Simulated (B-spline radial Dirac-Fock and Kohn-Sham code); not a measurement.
**Nb 3d5/2: cross section and angular parameters**

System: neutral niobium in the configuration 1s2 2s2 2p6 3s2 3p6 3d10 4s2 4p6 4d4 5s1; threshold 202.3 eV (tabulated edge). These are calculated numbers from a radial B-spline solver; the model is Dirac-Hartree-Slater photoionisation with a Latter tail; cross sections with all multipoles, angular parameters from the dipole term and its interference with E2.

The run's input, task.json:

```json
{"items": [{
  "Z": 41,
  "q": 0,
  "cfg": [[1, 0, 2], [2, 0, 2], [2, 1, 6], [3, 0, 2], [3, 1, 6], [3, 2, 10], [4, 0, 2], [4, 1, 6], [4, 2, 4], [5, 0, 1]],
  "A": 93,
  "rrms": 4.324,
  "do": "xps",
  "hv": [50.6, 60, 100, 111.0, 141.0, 150, 200, 238.0, 245.0, 269.0, 294.0, 303.0, 364.0, 1440.0, 2000, 2050.0, 2750.0, 3370.0, 3450.0, 3600.0, 4170.0, 4950.0, 5414.7, 5700.0, 5890.0, 6000, 6640.0, 7420.0, 9030.0, 12000],
  "edges": {"K": 18986.0, "L1": 2698.0, "L2": 2465.0, "L3": 2371.0, "M1": 466.6, "M2": 376.1, "M3": 360.6, "M4": 205.0, "M5": 202.3}
}]}
```

Launch: `python xray2_run.py task.json out`

For linearly polarised light dσ/dΩ = σ/(4π) [1 + β P₂(cos θ) + (δ + γ cos²θ) sin θ cos φ], with θ from the polarisation vector and φ the angle between the beam and the projection of the electron momentum on the plane normal to the polarisation.

| hν (eV) | σ (kb) | β | γ | δ |
| --- | --- | --- | --- | --- |
| 238 | 1940 | 0.378 | 0.002 | 0.001 |
| 245 | 2240 | 0.280 | -0.005 | 0.002 |
| 269 | 2650 | 0.262 | -0.021 | 0.005 |
| 294 | 2630 | 0.379 | -0.028 | 0.008 |
| 303 | 2600 | 0.426 | -0.030 | 0.009 |
| 364 | 2130 | 0.687 | -0.031 | 0.015 |
| 1440 | ? | ? | ? | ? |
| 2000 | 25.4 | 1.120 | 0.570 | 0.089 |
| 2050 | 23.4 | 1.113 | 0.584 | 0.091 |
| 2750 | 8.71 | 1.019 | 0.752 | 0.121 |
| 3370 | 4.28 | 0.945 | 0.868 | 0.147 |
| 3450 | 3.93 | 0.937 | 0.881 | 0.150 |
| 3600 | 3.38 | 0.921 | 0.905 | 0.157 |
| 4170 | 1.98 | 0.865 | 0.986 | 0.181 |
| 4950 | 1.05 | 0.800 | 1.075 | 0.213 |
| 5414.7 | 0.749 | 0.766 | 1.120 | 0.232 |
| 5700 | 0.616 | 0.746 | 1.144 | 0.244 |
| 5890 | 0.544 | 0.734 | 1.160 | 0.251 |
| 6000 | 0.507 | 0.727 | 1.169 | 0.255 |
| 6640 | 0.343 | 0.690 | 1.216 | 0.281 |
| 7420 | 0.222 | 0.650 | 1.265 | 0.310 |
| 9030 | 0.102 | 0.583 | 1.344 | 0.370 |
| 12000 | 0.0322 | 0.490 | 1.442 | 0.471 |

Q: Give the values at 1440 eV.

A: σ = 71.8 kb, β = 1.194, γ = 0.391, δ = 0.066.
